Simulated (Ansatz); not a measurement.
`CC#[C][GeH2][OH]` + silanol → `O[SiH2]C#[C][GeH2][OH]` + CH₄  (formal exchange of groups at a C–C bond)

Calculated with Ansatz (gas phase, PBE0-D4/def2-TZVP geometries, no zero-point term in ΔE). CCSD(T)/CBS adds triple-zeta CCSD(T) − MP2 to the extrapolated MP2 energy (def2 sets, frozen cores). This one scheme is used for every species. For Ge outer-core shells are correlated without core-valence functions, which leaves a few kJ/mol of doubt a bond. Scalar relativity is left out up to krypton. Each species was taken in one conformer, which may not be the lowest.

`CC#[C][GeH2][OH]`:

```xyz
11

C    -1.993   -1.454    0.436
C    -0.820   -0.613    0.324
C     0.163    0.085    0.232
Ge    1.692    1.191    0.073
O     2.201    1.251   -1.631
H    -2.355   -1.477    1.467
H    -2.802   -1.081   -0.197
H    -1.768   -2.479    0.132
H     2.890    0.600    0.818
H     1.337    2.604    0.569
H     1.456    1.373   -2.224
```

`O[SiH3]`:

Z-matrix (Å, degrees):
```
Si
O 1 1.648
H 1 1.489 2 111.7
H 1 1.489 2 111.7 3 120.9
H 1 1.481 2 105.9 3 -119.6
H 2 0.957 1 117.9 3 -60.5
```

`O[SiH2]C#[C][GeH2][OH]`:

Cartesian coordinates in Å:
```
O -1.885 1.662 -2.110
Si -1.523 0.067 -1.970
C -0.454 -0.244 -0.517
C 0.239 -0.442 0.461
Ge 1.361 -0.750 1.972
O 2.448 0.639 2.174
H -2.251 2.107 -1.344
H -0.803 -0.300 -3.208
H -2.737 -0.770 -1.799
H 2.158 -2.039 1.720
H 0.537 -0.798 3.258
H 2.910 0.867 1.364
```

CH₄:

Z-matrix (Å, degrees):
```
C
H 1 1.090
H 1 1.090 2 109.5
H 1 1.090 2 109.5 3 -120.0
H 1 1.090 2 109.5 3 120.0
```

```csv
level,ΔE (eV)
MP2/def2-TZVPP,-0.72
HF/def2-QZVPP,-0.63
```

Q: What does CCSD(T)/CBS give? (An estimate is asked.)

A: The calculation gave: -0.71 eV. The listed levels differ from it by -0.01, 0.08 eV.

Largest T1 diagnostic among the species: 0.012.

In def2-TZVPP, CCSD(T) changes the Hartree–Fock value by −0.07 eV (the triples alone add −0.02 eV) and MP2 by −0.09 eV. The D4 term adds −0.03 eV with B3LYP and −0.02 eV with PBE0; it sums over pairs of atoms, weighted by their polarisabilities, and B3LYP, whose exchange is more repulsive, gets the larger term.

B3LYP here is the variant with VWN-RPA as its local correlation; programs differ in this.
